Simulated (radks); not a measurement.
The numbers below are computed, except where a source is named.
Problem. Kr II, configuration [Ar] 3d10 4s2 4p5. Code: a radial shooting solver on a logarithmic mesh with Libxc functionals. Model: Dirac Kohn-Sham, PBE, spin-unpolarised, spherical densities, finite nucleus; open shells are shared between the two j in proportion to 2j + 1; Fermi nuclear charge, rms radius 4.1884 fm. Some entries of the table are withheld. Estimate them.

orbital,occ.,eigenvalue (eV),r(max) (bohr)
1s1/2,2,-14165.25,0.02708
2s1/2,2,-1875.480,(1)
2p1/2,2,-1696.007,0.1211
2p3/2,4,-1642.175,0.1245
3s1/2,2,-275.7582,0.4671
3p1/2,2,(2),0.4574
3p3/2,4,(3),0.4662
3d3/2,4,(4),(5)
3d5/2,6,(6),(7)
4s1/2,2,-33.9709,1.330
4p1/2,1.66667,-20.0307,1.500
4p3/2,3.33333,-19.3135,1.529

Solution. 
(1) 2s1/2 r(max) (bohr): 0.1543
(2) 3p1/2 eigenvalue (eV): -212.3806
(3) 3p3/2 eigenvalue (eV): -204.4624
(4) 3d3/2 eigenvalue (eV): -94.0371
(5) 3d3/2 r(max) (bohr): 0.4097
(6) 3d5/2 eigenvalue (eV): -92.7336
(7) 3d5/2 r(max) (bohr): 0.4124
